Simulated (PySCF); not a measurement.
C9H10.
SMILES: `CC1=CC2=C(C=C1)CC2`

The closed-shell ground state was solved at several levels (PySCF, density fitting, gas phase, non-relativistic). Isolated species at its PBE0-D3(BJ)/def2-SVP geometry, gas phase.

| level | basis functions | HOMO (eV) | LUMO (eV) | gap (eV) | dipole (D) |
| --- | --- | --- | --- | --- | --- |
| PBE0/pcSseg-1 | 203 | -6.60 | -0.24 | 6.36 | 0.25 |
| B3LYP/def2-SVPD | 260 | -6.38 | -0.48 | 5.90 | 0.26 |

Problem. What might wB97X-D/pcSseg-1 (203 basis functions) give for the same quantities?

Solution. HOMO -8.33 eV, LUMO 1.49 eV, gap 9.82 eV, dipole 0.26 D.

Problem. Over all these levels, which gives the widest orbital gap and which the narrowest?

Solution. wB97X-D/pcSseg-1 (range-separated hybrid) has the widest, 9.82 eV, and B3LYP/def2-SVPD (global hybrid, 20 % exact exchange) the narrowest, 5.90 eV. Functional and basis both differ between the two, so the spread mixes both effects.

Problem. How far do the dipole and the HOMO energy spread over the levels?

Solution. The dipole runs from 0.25 to 0.26 D (mean 0.26 D) and the HOMO from -8.33 to -6.38 eV.
